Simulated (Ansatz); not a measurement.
Born–Oppenheimer molecular dynamics of CH6O2SSi (11 atoms, charge 0, multiplicity 1). It starts at the highest image of a converged band. Of that band: Neighbouring images differ by up to 1.5 eV, so the band resolves the path poorly. A vibrational analysis at the climbing image gives one clearly imaginary mode, 998i cm⁻¹: a first-order saddle point.

Theory: Ansatz, RKS B3LYP-D4/6-31G*.

| Quantity | Value |
| --- | --- |
| ensemble | NVE (velocity Verlet) |
| time step | 0.5 fs |
| steps asked | 200 |
| starting velocities drawn for | 100 K |
| seed | 6465 |

First frame:

```xyz
11
Properties=species:S:1:pos:R:3
Si -0.998 -0.420 -0.069
S 2.165 0.744 0.996
C 0.418 -0.831 -1.011
H 1.341 0.052 -0.234
O -2.365 0.222 -0.687
O -0.853 -0.143 1.520
H 1.790 1.990 0.630
H 0.366 -0.724 -2.094
H 0.928 -1.746 -0.706
H -2.891 0.777 -0.090
H 0.100 0.080 1.744
```

(1) How far do the bonds stretch over the last three quarters of this one trajectory? (Pairs bonded in most of those frames.)

Results:

(1) 
```json
{"bond": "Si1–C3", "mean (Å)": "1.701", "spread (Å)": "0.013", "shortest": "1.68", "longest": "1.73"}
{"bond": "Si1–O5", "mean (Å)": "1.642", "spread (Å)": "0.011", "shortest": "1.63", "longest": "1.66"}
{"bond": "Si1–O6", "mean (Å)": "1.647", "spread (Å)": "0.008", "shortest": "1.63", "longest": "1.66"}
{"bond": "S2–H4", "mean (Å)": "1.380", "spread (Å)": "0.058", "shortest": "1.29", "longest": "1.49"}
{"bond": "S2–H7", "mean (Å)": "1.350", "spread (Å)": "0.006", "shortest": "1.34", "longest": "1.36"}
{"bond": "C3–H8", "mean (Å)": "1.087", "spread (Å)": "0.013", "shortest": "1.07", "longest": "1.11"}
{"bond": "C3–H9", "mean (Å)": "1.085", "spread (Å)": "0.007", "shortest": "1.07", "longest": "1.10"}
{"bond": "O5–H10", "mean (Å)": "0.969", "spread (Å)": "0.014", "shortest": "0.95", "longest": "0.99"}
{"bond": "O6–H11", "mean (Å)": "0.976", "spread (Å)": "0.012", "shortest": "0.96", "longest": "1.00"}
```

Mean temperature of the second half: 182 K. The conserved energy stayed within 0.099 meV per atom of its start (net change -0.016 meV per atom), so the integration is sound. The kinetic energy rose, since the run started high on the potential surface and went downhill. It ends in pieces (CH4O2Si + H2S), so much of that is their flight and rotation, not heat. A run of 0.1 ps of so small a system gives no equilibrium averages. The orbitals stay closed-shell, which can raise the energy where a bond breaks towards radicals; this wasn't checked here.

The run took 8.6 min on 2 threads of Intel(R) Xeon(R) Platinum 8488C (Sapphire Rapids) (shared host), peak memory 0.22 GiB.
